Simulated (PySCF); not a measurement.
This PySCF input asks for the spin–spin couplings of germane (SMILES [GeH4]); the geometry comes from GFN2-xTB.

```python
import basis_set_exchange as bse
import numpy as np
from pyscf import gto, dft
from pyscf.data import nist
from pyscf.prop import ssc

atoms = """
Ge    0.001930    0.000896   -0.003615
H    -0.596829   -0.852020   -1.058228
H     0.553671   -0.858060    1.071360
H    -1.040422    0.891523    0.560996
H     1.090272    0.820514   -0.587699
"""
names = {"Ge": "pcSseg-1", "H": "pcJ-1"}
basis = {el: gto.basis.parse(bse.get_basis(n, elements=[el], fmt="nwchem")) for el, n in names.items()}
mol = gto.M(atom=atoms, basis=basis, charge=0, verbose=0)
mf = dft.RKS(mol, xc="B3LYP")
mf.grids.level = 2
mf.grids.alignment = dft.numint.BLKSIZE   # the property module wants whole blocks of grid points
mf.conv_tol = 1e-9
mf.kernel()

sc = ssc.RKS(mf)
sc.with_fcsd = True   # Fermi contact and spin-dipole together
sc.max_cycle_cphf = 60
g = {"H": 5.58569468}   # nuclear g factors of 1H
sc.nuc_pair = [(i, j) for i in range(mol.natm) for j in range(i + 1, mol.natm)
               if mol.atom_pure_symbol(i) in g and mol.atom_pure_symbol(j) in g]
K = sc.kernel()
unit = nist.HARTREE2J / nist.PLANCK * (0.5 * nist.E_MASS / nist.PROTON_MASS) ** 2
for (i, j), k in zip(sc.nuc_pair, K):
    a, b = mol.atom_pure_symbol(i), mol.atom_pure_symbol(j)
    J = unit * g[a] * g[b] * np.trace(k) / 3
    if abs(J) >= 1:
        print("%s%d %s%d %8.1f Hz" % (a, i, b, j, J))
```

**Question.** What are the results?

**Answer.** 
```
H1 H2      2.8 Hz
H1 H3      2.8 Hz
H1 H4      2.9 Hz
H2 H3      2.8 Hz
H2 H4      2.9 Hz
H3 H4      2.9 Hz
```

These numbers come from an equivalent density-fitted implementation of the same equations, which agrees with the script to about 0.1 Hz, so last digits may differ.

Size and cost of the density-fitted run: 81 basis functions, 2.6 s wall time on 1 thread of an Arm Neoverse V2, shared host.
